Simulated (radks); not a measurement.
Results of a calculation; reference values are marked as such.
Q: The ruthenium ion Ru16+, configuration [Ne] 3s1.5 3p6 3d10 4d0.5 (fractional occupations, a model configuration). Level of theory: Dirac Kohn-Sham, PBE, spin-unpolarised, spherical densities, finite nucleus; open shells fill j = l - 1/2 first; Fermi nuclear charge, rms radius 4.4809 fm (a radial shooting solver on a logarithmic mesh with Libxc functionals). Some entries of the table are withheld. Estimate them.

| orbital | occ. | eigenvalue (Ry) | <r> (bohr) | <1/r> (bohr^-1) |
|---|---|---|---|---|
| 1s1/2 | 2 | -1642.086 | 0.03343 | 45.88 |
| 2s1/2 | 2 | -261.2176 | 0.1451 | 10.51 |
| 2p1/2 | 2 | -243.7729 | 0.1234 | (1) |
| 2p3/2 | 4 | -234.1138 | 0.1282 | (2) |
| 3s1/2 | 1.5 | -68.82117 | 0.3965 | 3.683 |
| 3p1/2 | 2 | (3) | 0.3882 | 3.592 |
| 3p3/2 | 4 | (4) | 0.3981 | 3.461 |
| 3d3/2 | 4 | -48.39265 | (5) | 3.300 |
| 3d5/2 | 6 | -48.05319 | (6) | 3.266 |
| 4d3/2 | 0.5 | -22.17470 | 0.9414 | 1.416 |
| 4d5/2 | 0 | -22.09079 | 0.9455 | 1.408 |

A: 
(1) 2p1/2 <1/r> (bohr^-1): 10.49
(2) 2p3/2 <1/r> (bohr^-1): 9.935
(3) 3p1/2 eigenvalue (Ry): -62.03679
(4) 3p3/2 eigenvalue (Ry): -60.33612
(5) 3d3/2 <r> (bohr): 0.3693
(6) 3d5/2 <r> (bohr): 0.3724
